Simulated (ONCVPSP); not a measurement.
**What one change does to a pseudopotential (Bi, ONCV)**

```json
{"Element": "bismuth (Bi)", "Generator": "ONCVPSP 4.0.1", "Type": "optimised norm-conserving Vanderbilt (ONCV)", "Functional": "PBE", "Relativity": "scalar-relativistic", "Frozen core": "[Xe] 4f14", "Valence charge": "15", "Reference configuration": "5d10 6s2 6p2 (charge +1)", "Partial waves": "6s: rc 1.65 bohr, ncon 3, nbas 7, qcut 3.3 1/bohr, 2 projectors, debl 1 Ha; 6p: rc 1.95 bohr, ncon 3, nbas 6, qcut 3.6 1/bohr, 2 projectors, debl 2.6 Ha; 5d: rc 1.90 bohr, ncon 4, nbas 8, qcut 9.7 1/bohr, 2 projectors, debl 3.5 Ha; f scattering state at 0.35 Ha: rc 1.85 bohr, ncon 4, nbas 8, qcut 6.6 1/bohr, 1 projector", "Local potential": "polynomial inside 1.25 bohr (lpopt 5, dvloc0 4 Ha)", "Core correction": "none"}
```

Change: functional PBEsol.

Cutoffs: the cutoffs (Ha) at which the residual kinetic energy of the hardest occupied pseudo-wave falls to 1 and 0.1 mHa per electron; they do not see the model core or the augmentation charge, which bear on the density cutoff. Errors are all-electron minus pseudo energies relative to the spin-unpolarised reference configuration.

How do hardness, ghosts and transferability respond?

The potential gets neither clearly harder nor softer (28 Ha and 36 Ha → 28 Ha and 36 Ha); both files keep a bound ghost (s); of the 4 tests that both files solve, the error grows in 2 and shrinks in 0 by more than 15 % and 0.3 meV (median size 10.4 → 17.9 meV).

| quantity | base | changed |
| --- | --- | --- |
| cutoff, loose | 28 Ha | 28 Ha |
| cutoff, tight | 36 Ha | 36 Ha |
| loose cutoff by channel | s 12 Ha, p 5.8 Ha, d 28 Ha | s 12 Ha, p 5.8 Ha, d 28 Ha |
| bound ghosts | s | s |
| GHOST(+) flags under 300 eV | p at 40.6 eV | p at 41.2 eV |
| error for 5d10 6s2 6p3, meV [ΔE -7.91 → -7.95 eV] | +4.7 | +4.0 |
| error for 5d10 6s2 6p1, meV [ΔE 15.25 → 15.29 eV] | -7.3 | -9.4 |
| error for 5d10 6s2 6p0, meV [ΔE 38.59 → 38.65 eV] | -13 | -26 |
| error for 5d9 6s2 6p4, meV [ΔE 16.29 → 16.21 eV] | -191 | -189 |
| s: phases at 1.68 bohr within 0.05 rad from the reference energy up to (Ha; the scan ends near 5) | 4.3 | 4.4 |
| p: phases at 1.97 bohr within 0.05 rad from the reference energy up to (Ha; the scan ends near 5) | 1.4 | 1.5 |
| d: phases at 1.93 bohr within 0.05 rad from the reference energy up to (Ha; the scan ends near 5) | to the end of the scan | to the end of the scan |
| f: phases at 1.88 bohr within 0.05 rad from the reference energy up to (Ha; the scan ends near 5) | 3.6 | 3.6 |

 A true bound ghost makes a file unfit for plane-wave use even where its test errors are small: the radial tests pick states by their node count and pass the ghost by.
